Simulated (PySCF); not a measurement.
Species: C6H16N2Si2.
Atom-mapped SMILES: `[CH3:1][C@@H:2]1[CH2:3][CH2:4][CH2:5][C@@H:6]1[SiH:7]1[NH:8][SiH2:9][NH:10]1` (hydrogens: H11, H12, H13 on C1; H14 on C2; H15, H16 on C3; H17, H18 on C4; H19, H20 on C5; H21 on C6; H22 on Si7; H23 on N8; H24, H25 on Si9; H26 on N10)

Method used: PBE0-D3(BJ)/def2-SVP geometry optimisation, gas phase in PySCF.

**Question.** Give the optimised bond lengths and angles.

**Answer.** 
| bond | length (pm) |
| --- | --- |
| C1–C2 | 152.0 |
| C2–C3 | 153.8 |
| C3–C4 | 154.3 |
| C4–C5 | 154.0 |
| C5–C6 | 153.6 |
| C6–Si7 | 188.5 |
| Si7–N8 | 175.1 |
| N8–Si9 | 174.4 |
| Si9–N10 | 174.5 |
| C2–C6 | 153.9 |
| Si7–N10 | 175.3 |
| C1–H11, C1–H12, C1–H13 | 110.2 |
| C2–H14 | 110.7 |
| C3–H15 | 110.1 |
| C3–H16 | 110.3 |
| C4–H17 | 110.1 |
| C4–H18 | 110.0 |
| C5–H19 | 110.3 |
| C5–H20 | 110.3 |
| C6–H21 | 110.4 |
| Si7–H22 | 150.1 |
| N8–H23 | 100.8 |
| Si9–H24 | 149.9 |
| Si9–H25 | 149.9 |
| N10–H26 | 100.9 |

Bonds in one row agree within 1 pm and their mean is given. A selection of angles:
| angle | degrees |
| --- | --- |
| C2–C1–H11 | 111.3 |
| H11–C1–H12 | 106.9 |
| C1–C2–C3 | 114.2 |
| C1–C2–C6 | 116.1 |
| C1–C2–H14 | 108.0 |
| C3–C2–C6 | 103.6 |
| C3–C2–H14 | 107.8 |
| C6–C2–H14 | 106.8 |
| C2–C3–C4 | 106.2 |
| C2–C3–H15 | 111.6 |
| C2–C3–H16 | 109.4 |
| C4–C3–H15 | 112.9 |
| C4–C3–H16 | 110.3 |
| H15–C3–H16 | 106.4 |
| C3–C4–C5 | 105.8 |
| C3–C4–H17 | 110.4 |
| C3–C4–H18 | 112.4 |
| C5–C4–H17 | 110.7 |
| C5–C4–H18 | 111.3 |
| H17–C4–H18 | 106.3 |
| C4–C5–C6 | 104.9 |
| C4–C5–H19 | 110.0 |
| C4–C5–H20 | 113.0 |
| C6–C5–H19 | 109.0 |
| C6–C5–H20 | 113.8 |
| H19–C5–H20 | 106.1 |
| C5–C6–Si7 | 112.0 |
| C5–C6–H21 | 111.5 |
| Si7–C6–H21 | 104.3 |
| C2–C6–C5 | 102.3 |
| C2–C6–Si7 | 115.6 |
| C2–C6–H21 | 111.4 |
| C6–Si7–N8 | 116.0 |
| C6–Si7–N10 | 114.0 |
| C6–Si7–H22 | 109.8 |
| N8–Si7–N10 | 86.2 |
| N8–Si7–H22 | 115.2 |
| N10–Si7–H22 | 114.0 |
| Si7–N8–Si9 | 93.6 |
| Si7–N8–H23 | 132.7 |
| Si9–N8–H23 | 133.3 |
| N8–Si9–N10 | 86.7 |
| N8–Si9–H24 | 115.4 |
| N8–Si9–H25 | 116.3 |
| H26–N10–Si9 | 132.1 |
| H26–N10–Si7 | 132.1 |

Dihedral angles: C1–C2–C3–C4 -155° (antiperiplanar); C2–C3–C4–C5 4° (synperiplanar); C3–C4–C5–C6 21° (synperiplanar); C4–C5–C6–Si7 86° (synclinal); C5–C6–Si7–N8 166° (antiperiplanar); C6–Si7–N8–Si9 -116° (anticlinal); Si7–N8–Si9–N10 1° (synperiplanar); N8–Si9–N10–Si7 -1° (synperiplanar); C1–C2–C6–C5 167° (antiperiplanar); C6–Si7–N10–Si9 118° (anticlinal).

Si9 (SiH2 silicon) has angles from 86.7° to 116.3°. N10 (nitrogen bridging silicon atoms) is almost planar (angles 132.1°, 132.1° and 93.5°, sum 357.7°, 0.11 Å off the plane of its three neighbours). Of the pairs four or more bonds apart, Si7···H11 is among the closest relative to their van der Waals radii: 2.89 Å, 88 % of the sum of Bondi's values. Si7 (SiH silicon) has angles from 86.2° to 116.0°. The 6 C–C bonds span 1.520 Å (C1–C2, drawn single) to 1.543 Å (C3–C4, drawn single), a spread of 0.023 Å. The 4-membered ring Si7–N8–Si9–N10 has internal angles of 86.2° to 93.6°; it is almost planar, 0.01 Å rms from its mean plane, widest ring torsion 1°. The 5-membered ring C2–C3–C4–C5–C6 has internal angles of 102.3° to 106.2° (sum 523°, against 540° for a flat polygon); it is puckered, 0.18 Å rms from its mean plane, widest ring torsion 41°.

Point group: C1 (no symmetry element, even within 0.4 Å). Whether it is a minimum is left open (no frequencies). One conformer, not necessarily the lowest.

Time: 7.3 min. Hardware: an x86-64 server with one thread, no GPU, shared host. That covers the optimisation of the geometry.
